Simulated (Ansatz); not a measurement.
Relaxation of FH₄OPSi (8 atoms, charge 0, multiplicity 1), to a largest force component of 0.02 eV/Å in at most 50 steps.

All numbers below come from Ansatz, UKS PBE-D4/STO-3G.

```xyz
8
Properties=species:S:1:pos:R:3:forces:R:3
F -1.749 1.719 -0.492 -4.19 1.80 -1.62
Si -0.429 1.099 -0.003 4.23 0.46 2.21
O -0.379 -0.447 -0.613 -1.22 -1.17 -1.22
P 1.049 -1.234 -0.108 1.43 -0.20 0.82
H 0.710 1.917 -0.519 -0.26 -0.24 0.29
H -0.428 1.110 1.484 0.15 -0.03 -0.25
H 0.473 -1.819 1.082 0.12 -0.26 -0.14
H 0.846 -2.401 -0.886 -0.27 -0.35 -0.10
```

Q: Where does it end, and by what steps?

A: The run converged. The force dipped under the threshold on the way, but the program's further checks kept it going. Limits of this set-up: minimal basis. After 14 steps the energy has fallen by 0.419 eV; H7 moved furthest, 0.61 Å.

```json
{"step": "0", "energy less start (eV)": "0.0000", "largest force component (eV/Å)": "4.233", "accepted": "yes"}
{"step": "1", "energy less start (eV)": "-0.2708", "largest force component (eV/Å)": "2.341", "accepted": "yes"}
{"step": "2", "energy less start (eV)": "-0.3913", "largest force component (eV/Å)": "0.347", "accepted": "yes"}
{"step": "3", "energy less start (eV)": "-0.4005", "largest force component (eV/Å)": "0.328", "accepted": "yes"}
{"step": "4", "energy less start (eV)": "-0.4084", "largest force component (eV/Å)": "0.116", "accepted": "yes"}
{"step": "5", "energy less start (eV)": "-0.4146", "largest force component (eV/Å)": "0.069", "accepted": "yes"}
{"step": "6", "energy less start (eV)": "-0.4177", "largest force component (eV/Å)": "0.016", "accepted": "yes"}
{"step": "7", "energy less start (eV)": "-0.4158", "largest force component (eV/Å)": "0.320", "accepted": "no"}
{"step": "8", "energy less start (eV)": "-0.4182", "largest force component (eV/Å)": "0.033", "accepted": "yes"}
{"step": "9", "energy less start (eV)": "-0.4184", "largest force component (eV/Å)": "0.123", "accepted": "yes"}
{"step": "10", "energy less start (eV)": "-0.4187", "largest force component (eV/Å)": "0.078", "accepted": "yes"}
{"step": "11", "energy less start (eV)": "-0.4190", "largest force component (eV/Å)": "0.003", "accepted": "yes"}
{"step": "12", "energy less start (eV)": "-0.4192", "largest force component (eV/Å)": "0.051", "accepted": "yes"}
{"step": "13", "energy less start (eV)": "-0.4193", "largest force component (eV/Å)": "0.029", "accepted": "yes"}
{"step": "14", "energy less start (eV)": "-0.4193", "largest force component (eV/Å)": "0.008", "accepted": "yes"}
```

```xyz
8
Properties=species:S:1:pos:R:3
F -1.865 1.756 -0.531
Si -0.417 1.175 0.005
O -0.518 -0.525 -0.344
P 0.986 -1.284 0.198
H 0.686 1.835 -0.711
H -0.265 1.449 1.442
H 0.338 -2.377 0.866
H 1.148 -2.086 -0.981
```

Whether the end is a true minimum wasn't checked by a vibrational analysis.

The run took 32 s on 1 thread of Intel(R) Xeon(R) Processor @ 2.70GHz, on a shared host, peak memory 0.17 GiB.
